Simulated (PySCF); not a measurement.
# How methods differ on the excitation energy of Zn

Zn [Ar] 3d10 4s2 (1S) → Zn [Ar] 3d9 4s2 4p1 (high-spin determinant), as a difference of total energies. Computed with PySCF 2.14 in x2c-TZVPPall, with scalar relativity by spin-free X2C-1e. Correlated levels: valence: [Ar] frozen. The calculations carry no spin-orbit coupling.

| method | excitation energy (cm⁻¹) |
| --- | --- |
| UHF | 74119 |
| MP2 (valence) | 94968 |
| SCS-MP2 (valence) | 92577 |
| CCSD (valence) | 89425 |
| CCSD(T) (valence) | 90545 |

A first-order spin-orbit estimate (lowest level to lowest level, LS coupling) adds -0.100 eV.

The upper state lies above the first ionisation limit, where it may autoionise and the basis confines it.

The basis was made for the ground configuration and has no added diffuse functions, so the excitation energy can come out too high.

The determinant of the upper state mixes LS terms, which raises its energy above the lowest term, most at the Hartree-Fock and MP2 levels.
